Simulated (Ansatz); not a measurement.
Steps of a relaxation of `OC(=S)[O][GeH3]` with RKS PBE0-D4/def2-TZVP.

```sh
$ ansatz run in.yaml --threads 4 --pin off --events-out ev --progress --plain --max-ram 10444MiB
```

```yaml
crystal:
  periodic: [false, false, false]
  atoms:
    - {symbol: O, position_ang: [0.161627, 1.395842, 0.410935]}
    - {symbol: C, position_ang: [0.102515, 0.339801, 1.266024]}
    - {symbol: S, position_ang: [0.182606, 0.499245, 2.907258]}
    - {symbol: O, position_ang: [-0.024326, -0.804663, 0.619528]}
    - {symbol: Ge, position_ang: [-0.124445, -0.875121, -1.240995]}
    - {symbol: H, position_ang: [0.243889, 2.192108, 0.979077]}
    - {symbol: H, position_ang: [1.192799, -0.314269, -1.820507]}
    - {symbol: H, position_ang: [-0.272305, -2.395931, -1.452939]}
    - {symbol: H, position_ang: [-1.373959, -0.083410, -1.685582]}
basis:
  gaussian: {orbitals: def2-TZVP}
hamiltonian: {xc: pbe0, dispersion: d4}
relax: {f_tol: 0.005, max_steps: 150}
```

Positions (Å) and forces (eV/Å) along the path, 8 of 8 steps:

```xyz
9
step=1 energy=-72536.3268 eV
O     0.162    1.396    0.411    0.011   -0.053    0.946
C     0.103    0.340    1.266   -0.034   -0.262   -0.311
S     0.183    0.499    2.907   -0.037   -0.051   -0.752
O    -0.024   -0.805    0.620    0.074    0.876   -0.076
Ge   -0.124   -0.875   -1.241    0.012    0.008    0.334
H     0.244    2.192    0.979   -0.047   -0.553   -0.426
H     1.193   -0.314   -1.821   -0.224   -0.084    0.131
H    -0.272   -2.396   -1.453    0.026    0.245    0.053
H    -1.374   -0.083   -1.686    0.219   -0.126    0.102
9
step=2 energy=-72536.3660 eV
O     0.157    1.383    0.403    0.005   -0.065    0.392
C     0.100    0.333    1.250   -0.015   -0.122   -0.094
S     0.182    0.493    2.881   -0.012   -0.008   -0.291
O    -0.025   -0.801    0.610    0.024    0.350   -0.085
Ge   -0.124   -0.868   -1.233    0.014   -0.010    0.254
H     0.245    2.171    0.962   -0.014   -0.137   -0.160
H     1.184   -0.304   -1.792   -0.027   -0.015    0.003
H    -0.269   -2.377   -1.437    0.002    0.030   -0.018
H    -1.362   -0.076   -1.661    0.023   -0.021   -0.001
9
step=3 energy=-72536.3718 eV
O     0.155    1.382    0.408   -0.004   -0.018    0.035
C     0.099    0.334    1.246    0.010    0.012    0.031
S     0.183    0.491    2.871   -0.001    0.000    0.007
O    -0.025   -0.792    0.608   -0.011   -0.022   -0.099
Ge   -0.123   -0.868   -1.224    0.001   -0.015    0.043
H     0.246    2.168    0.962    0.004    0.040   -0.019
H     1.182   -0.307   -1.788    0.011    0.007   -0.003
H    -0.269   -2.373   -1.441    0.000   -0.012    0.009
H    -1.359   -0.081   -1.660   -0.010    0.009   -0.004
9
step=4 energy=-72536.3721 eV
O     0.155    1.383    0.411   -0.001    0.018   -0.030
C     0.100    0.336    1.247   -0.003   -0.087    0.058
S     0.183    0.484    2.873    0.002    0.020   -0.016
O    -0.026   -0.790    0.606   -0.003    0.022   -0.056
Ge   -0.124   -0.868   -1.225    0.001   -0.010    0.035
H     0.247    2.173    0.959    0.004    0.034    0.015
H     1.182   -0.308   -1.789    0.009    0.005   -0.005
H    -0.268   -2.374   -1.438    0.000   -0.009    0.005
H    -1.360   -0.082   -1.662   -0.008    0.007   -0.006
9
step=5 energy=-72536.3723 eV
O     0.154    1.385    0.412    0.002    0.005   -0.004
C     0.100    0.335    1.247   -0.007   -0.012    0.019
S     0.184    0.484    2.873    0.004    0.003    0.002
O    -0.027   -0.789    0.603    0.002    0.013   -0.007
Ge   -0.124   -0.869   -1.225    0.000   -0.004   -0.001
H     0.247    2.174    0.962    0.000   -0.003   -0.001
H     1.182   -0.308   -1.790    0.000   -0.001   -0.003
H    -0.268   -2.376   -1.434    0.000    0.001   -0.001
H    -1.360   -0.082   -1.664   -0.001   -0.002   -0.004
9
step=6 energy=-72536.3723 eV rejected
O     0.153    1.386    0.414    0.001    0.002    0.024
C     0.099    0.336    1.249   -0.003   -0.004   -0.060
S     0.187    0.482    2.874    0.001    0.004    0.014
O    -0.030   -0.787    0.602   -0.001   -0.014    0.013
Ge   -0.124   -0.869   -1.226    0.000   -0.001    0.004
H     0.248    2.175    0.964    0.001    0.012    0.002
H     1.182   -0.309   -1.792    0.000    0.001    0.002
H    -0.267   -2.376   -1.432    0.000   -0.001   -0.001
H    -1.360   -0.085   -1.670    0.001    0.001    0.002
9
step=7 energy=-72536.3723 eV
O     0.154    1.386    0.414   -0.005    0.000    0.001
C     0.099    0.335    1.248    0.014    0.000   -0.003
S     0.186    0.483    2.873   -0.004    0.000    0.002
O    -0.028   -0.788    0.602   -0.005    0.004    0.001
Ge   -0.124   -0.869   -1.226   -0.001    0.000   -0.002
H     0.248    2.175    0.964    0.000   -0.003    0.000
H     1.182   -0.309   -1.791    0.000   -0.001    0.000
H    -0.268   -2.376   -1.434    0.000    0.000    0.001
H    -1.360   -0.084   -1.667    0.000   -0.001   -0.001
9
step=8 energy=-72536.3723 eV
O     0.153    1.387    0.414    0.000    0.001   -0.001
C     0.099    0.336    1.248    0.000    0.000    0.001
S     0.188    0.483    2.873    0.000   -0.001    0.000
O    -0.030   -0.787    0.602    0.000    0.001    0.000
Ge   -0.124   -0.869   -1.226    0.000   -0.001    0.000
H     0.248    2.175    0.965    0.000    0.000    0.000
H     1.182   -0.309   -1.791    0.000    0.000    0.000
H    -0.267   -2.377   -1.433    0.000    0.000    0.000
H    -1.360   -0.085   -1.670    0.000    0.000    0.000
```

Run time 35 s (4 threads of an Arm Neoverse V1 on a shared host); peak host memory 0.62 GiB.
